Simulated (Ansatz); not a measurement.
`C[O][Ge]([OH])[Cl]` radical. Charge 0, multiplicity 2. All single points use the PBE0-D4/def2-TZVP geometry. It is one conformer, not always the lowest.

```xyz
9

C     1.046    0.899   -0.611
O     0.129    0.487    0.382
Ge   -0.385   -1.203    0.563
O    -1.802   -1.081    1.614
Cl   -1.021   -1.979   -1.365
H     2.070    0.610   -0.356
H     0.999    1.989   -0.665
H     0.794    0.490   -1.594
H    -1.831   -0.212    2.032
```

What is the dipole moment at PBE/def2-TZVPP? (Best estimate.)

Ansatz gave: 2.43 D, with components (1.71, 1.65, 0.52) D in this frame, pointing from negative to positive charge.

And with r2SCAN, B3LYP, ωB97M-V? (Best estimate.)

Computed: r2SCAN 2.48 D, B3LYP 2.48 D, ωB97M-V 2.46 D.

Give the Mulliken charges with PBE, r2SCAN, ωB97M-V in def2-TZVPP. (Estimate.)

Ansatz gave: 
| atom | PBE | r2SCAN | ωB97M-V |
| --- | --- | --- | --- |
| C1 | -0.13 | 0.02 | -0.17 |
| O2 | -0.33 | -0.40 | -0.40 |
| Ge3 | 0.59 | 0.69 | 0.68 |
| O4 | -0.35 | -0.40 | -0.39 |
| Cl5 | -0.28 | -0.30 | -0.27 |
| H6 | 0.10 | 0.06 | 0.12 |
| H7 | 0.11 | 0.07 | 0.12 |
| H8 | 0.10 | 0.07 | 0.12 |
| H9 | 0.19 | 0.20 | 0.18 |

B3LYP here is the variant with VWN-RPA as its local correlation; programs differ in this.
